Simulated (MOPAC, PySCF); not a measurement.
AlI$_{3}$, SMILES `[Al]([I])([I])[I]`, neutral singlet in the gas phase. 

Z-matrix (Å, degrees):
```
Al
I 1 2.4632
I 1 2.4633 2 120.00
I 1 2.4633 2 120.00 3 -180.00
```
Charge 0, multiplicity 1.

All levels are single points at this geometry (B3LYP-D3(BJ)/def2-TZVP); Pople sets use spherical d functions. Orbital energies aren't observables, and empty levels follow the basis.

BP86/6-31G* (LANL2DZ on I) in PySCF gives gap (eV) = 3.90.

Q: Estimate the gap (eV) from each of these levels: B3LYP-D3(BJ)/def2-TZVP in PySCF; PBE-D3(BJ)/def2-TZVP in PySCF; B3LYP/LANL2DZ in PySCF; PBE/6-31G* (LANL2DZ on I) in PySCF; SVWN5/6-31G* (LANL2DZ on I) in PySCF; AM1 in MOPAC; PM3 in MOPAC; PM7 in MOPAC.

A: 
```json
[
 {"level": "B3LYP-D3(BJ)/def2-TZVP in PySCF", "gap (eV)": "5.26"},
 {"level": "PBE-D3(BJ)/def2-TZVP in PySCF", "gap (eV)": "3.87"},
 {"level": "B3LYP/LANL2DZ in PySCF", "gap (eV)": "5.17"},
 {"level": "PBE/6-31G* (LANL2DZ on I) in PySCF", "gap (eV)": "3.90"},
 {"level": "SVWN5/6-31G* (LANL2DZ on I) in PySCF", "gap (eV)": "3.80"},
 {"level": "AM1 in MOPAC", "gap (eV)": "7.98"},
 {"level": "PM3 in MOPAC", "gap (eV)": "4.79"},
 {"level": "PM7 in MOPAC", "gap (eV)": "6.94"}
]
```
